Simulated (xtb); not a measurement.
HO₄S (SMILES O=S(=O)([O-])O), charge -1, singlet, at a GFN2-xTB geometry; GFN2-xTB in xtb.

xtb was given this input:
```
$ xtb mol.xyz --gfn 2 --chrg -1 --acc 0.1 --json

# file mol.xyz
6

O      1.38992049    -0.28176098    -0.58148330
S     -0.13445586     0.02400851     0.02026324
O      0.12119981    -0.01438956     1.45858623
O     -0.97063154    -1.05348789    -0.46961795
O     -0.49393968     1.33543365    -0.48378888
H      1.77890124    -0.27049776     0.28621944
```

Q: What does xtb print? Leave out banner, timings and long lists.

A: 
```
   ID    Z sym.   atoms
    1    8 O      1, 3-5
    2   16 S      2
    3    1 H      6

           -------------------------------------------------
          |                Calculation Setup                |
           -------------------------------------------------

           -------------------------------------------------
          |                 G F N 2 - x T B                 |
           -------------------------------------------------

          ...................................................
          :                      SETUP                      :
          :.................................................:
          :  # basis functions                  27          :
          :  # atomic orbitals                  26          :
          :  # shells                           12          :
          :  # electrons                        32          :
          :  max. iterations                   250          :
          :  Hamiltonian                  GFN2-xTB          :
          :  restarted?                      false          :
          :  GBSA solvation                  false          :
          :  PC potential                    false          :
          :  electronic temp.          300.0000000     K    :
          :  accuracy                    0.1000000          :
          :  -> integral cutoff          0.3500000E+02      :
          :  -> integral neglect         0.1000000E-08      :
          :  -> SCF convergence          0.1000000E-06 Eh   :
          :  -> wf. convergence          0.1000000E-04 e    :
          :  Broyden damping             0.4000000          :
          :  net charge                         -1          :
          :  unpaired electrons                  0          :
          ...................................................

 iter      E             dE          RMSdq      gap      omega  full diag
   1    -20.3575121 -0.203575E+02  0.100E+01    9.53       0.0  T
   2    -20.3684619 -0.109499E-01  0.585E+00    9.02       1.0  T
   3    -20.3737205 -0.525852E-02  0.108E+00    8.58       1.0  T
   4    -20.3745002 -0.779705E-03  0.566E-01    8.59       1.0  T
   5    -20.3748260 -0.325798E-03  0.211E-01    8.59       1.0  T
   6    -20.3748815 -0.555686E-04  0.796E-02    8.58       1.0  T
   7    -20.3748879 -0.638183E-05  0.155E-02    8.58       2.6  T
   8    -20.3748880 -0.121926E-06  0.665E-03    8.57       6.1  T
   9    -20.3748881 -0.474926E-07  0.114E-03    8.57      35.8  T
  10    -20.3748881 -0.950013E-09  0.297E-04    8.57     137.5  T
  11    -20.3748881 -0.493969E-10  0.176E-04    8.57     232.3  T
  12    -20.3748881 -0.230536E-10  0.766E-05    8.57     532.7  T
  13    -20.3748881 -0.650857E-11  0.100E-05    8.57    4082.2  T

   *** convergence criteria satisfied after 13 iterations ***

         :::::::::::::::::::::::::::::::::::::::::::::::::::::
         ::                     SUMMARY                     ::
         :::::::::::::::::::::::::::::::::::::::::::::::::::::
         :: total energy             -20.294547480588 Eh    ::
         :: gradient norm              0.000077521808 Eh/a0 ::
         :: HOMO-LUMO gap              8.574199756738 eV    ::
         ::.................................................::
         :: SCC energy               -20.374887787576 Eh    ::
         :: -> isotropic ES            0.224346827028 Eh    ::
         :: -> anisotropic ES         -0.020656676967 Eh    ::
         :: -> anisotropic XC         -0.007051408614 Eh    ::
         :: -> dispersion             -0.004324555552 Eh    ::
         :: repulsion energy           0.080340306989 Eh    ::
         :: add. restraining           0.000000000000 Eh    ::
         :: total charge              -1.000000000000 e     ::
         :::::::::::::::::::::::::::::::::::::::::::::::::::::

           -------------------------------------------------
          |                Property Printout                |
[...]
         6        2.0000           -0.3955603             -10.7637
         7        2.0000           -0.3513878              -9.5617
         8        2.0000           -0.3347163              -9.1081
         9        2.0000           -0.3157320              -8.5915
        10        2.0000           -0.2947935              -8.0217
        11        2.0000           -0.2558492              -6.9620
        12        2.0000           -0.2529966              -6.8844
        13        2.0000           -0.2510791              -6.8322
        14        2.0000           -0.2386557              -6.4942
        15        2.0000           -0.2375978              -6.4654
        16        2.0000           -0.2263496              -6.1593 (HOMO)
        17                          0.0887465               2.4149 (LUMO)
        18                          0.1521465               4.1401
        19                          0.2258549               6.1458
        20                          0.2387044               6.4955
        21                          0.3439486               9.3593
        22                          0.4296223              11.6906
        23                          0.4302573              11.7079
        24                          0.9447572              25.7082
        25                          1.3700461              37.2809
        26                          1.4027264              38.1701
      -------------------------------------------------------------
                  HL-Gap            0.3150960 Eh            8.5742 eV
             Fermi-level           -0.0688015 Eh           -1.8722 eV

     #   Z          covCN         q      C6AA      α(0)
     1   8 O        1.661    -0.617    25.574     6.827
     2  16 S        3.582     1.421    95.392    16.438
     3   8 O        0.860    -0.731    29.569     7.291
     4   8 O        0.860    -0.690    28.445     7.151
     5   8 O        0.860    -0.694    28.538     7.162
     6   1 H        0.954     0.311     0.675     1.284

 Mol. C6AA /au·bohr⁶  :        996.421885
 Mol. C8AA /au·bohr⁸  :      27289.930729
 Mol. α(0) /au        :         46.152715

Wiberg/Mayer (AO) data.
largest (>0.10) Wiberg bond orders for each atom

 ---------------------------------------------------------------------------
     #   Z sym  total        # sym  WBO       # sym  WBO       # sym  WBO
 ---------------------------------------------------------------------------
     1   8 O    1.919 --     6 H    0.881     2 S    0.812
     2  16 S    5.066 --     4 O    1.433     5 O    1.428     3 O    1.381
                             1 O    0.812
     3   8 O    1.704 --     2 S    1.381     4 O    0.118     5 O    0.118
     4   8 O    1.748 --     2 S    1.433     5 O    0.124     3 O    0.118
     5   8 O    1.744 --     2 S    1.428     4 O    0.124     3 O    0.118
     6   1 H    0.903 --     1 O    0.881
 ---------------------------------------------------------------------------

Topologies differ in total number of bonds
Writing topology from bond orders to xtbtopo.mol

molecular dipole:
                 x           y           z       tot (Debye)
 q only:        0.811      -0.123       0.133
   full:        1.034      -0.155       0.198       2.703
molecular quadrupole (traceless):
                xx          xy          yy          xz          yz          zz
 q only:        3.674      -0.855      -1.774       0.235      -0.014      -1.900
  q+dip:        4.019      -0.922      -1.983       0.444      -0.051      -2.036
   full:        4.478      -1.071      -2.402       0.467      -0.027      -2.077

           -------------------------------------------------
          | TOTAL ENERGY              -20.294547480588 Eh   |
          | GRADIENT NORM               0.000077521808 Eh/α |
          | HOMO-LUMO GAP               8.574199756738 eV   |
           -------------------------------------------------

normal termination of xtb
```
